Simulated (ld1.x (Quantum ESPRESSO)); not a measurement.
## Logarithmic derivatives: Ga, ultrasoft

* Element: gallium
* Generator: ld1.x (Quantum ESPRESSO) 7.5
* Type: ultrasoft
* Functional: PBEsol
* Relativity: scalar-relativistic
* Frozen core: [Ar]
* Valence charge: 13
* Reference configuration: 3d10 4s2 4p1
* Partial waves: 4s (bound): rcut 1.45, rcutus 1.55 bohr; 4s channel at 2.2 Ry: rcut 1.45, rcutus 1.55 bohr; 4p (bound): rcut 2.10, rcutus 2.50 bohr; 4p channel at 0.35 Ry: rcut 2.10, rcutus 2.50 bohr; 3d (bound): rcut 0.75, rcutus 0.85 bohr; 3d channel at 0.45 Ry: rcut 0.75, rcutus 0.85 bohr
* Local potential: all-electron potential smoothed inside 1.35 bohr (lloc = -1)
* Core correction: a·sin(br)/r model core inside 0.45 bohr
* Augmentation charge: built from norm-conserving waves at rcut, not smoothed further

The phase is arctan(r·u′/u) with u = r·R(r), unwrapped; energies in Ry, scanned from -3 to 5 Ry. A pole is an energy at which the radial function vanishes at the test radius. The pseudo phase is shifted by a multiple of π to meet the all-electron one at the reference energy, and phase errors are pseudo minus all-electron; the curves can meet again beyond the range given. Levels narrower than the energy grid can be missing from the lists of poles.

Problem. For each channel, where are the poles, and over which energies does the pseudopotential scatter like the atom?

Solution.

```json
{"channel": "s", "radius (bohr)": "2.71", "reference energy (Ry)": "-0.66", "poles, all-electron": "0.28", "poles, pseudo": "0.28", "unbroken range about the reference energy with phases within 0.05 rad": "the whole range", "phase error 1 Ry above the reference energy (rad)": "-0.000"}
{"channel": "p", "radius (bohr)": "2.71", "reference energy (Ry)": "-0.19", "poles, all-electron": "1.32", "poles, pseudo": "1.32", "unbroken range about the reference energy with phases within 0.05 rad": "below 3.5", "phase error 1 Ry above the reference energy (rad)": "+0.000"}
{"channel": "d", "radius (bohr)": "2.71", "reference energy (Ry)": "-1.41", "poles, all-electron": "-1.38, 3.20", "poles, pseudo": "-1.38, 3.20", "unbroken range about the reference energy with phases within 0.05 rad": "the whole range", "phase error 1 Ry above the reference energy (rad)": "+0.000"}
```

Note: ghost state, extra bound levels that the all-electron valence spectrum of the same l lacks: s at -181.4 eV. A true bound ghost makes a file unfit for plane-wave use.

Phases in the d channel:

| E (Ry) | all-electron | pseudo |
| --- | --- | --- |
| -3.00 | 1.362 | 1.362 |
| -2.52 | 1.342 | 1.342 |
| -2.04 | 1.313 | 1.313 |
| -1.56 | 1.207 | 1.207 |
| -1.08 | -1.831 | -1.831 |
| -0.60 | -1.908 | -1.908 |
| -0.12 | -2.007 | -2.007 |
| 0.36 | -2.200 | -2.200 |
| 0.84 | -2.731 | -2.731 |
| 1.32 | -3.820 | -3.820 |
| 1.80 | -4.352 | -4.352 |
| 2.28 | -4.548 | -4.548 |
| 2.76 | -4.650 | -4.650 |
| 3.24 | -4.717 | -4.717 |
| 3.72 | -4.773 | -4.773 |
| 4.20 | -4.828 | -4.828 |
| 4.68 | -4.895 | -4.895 |
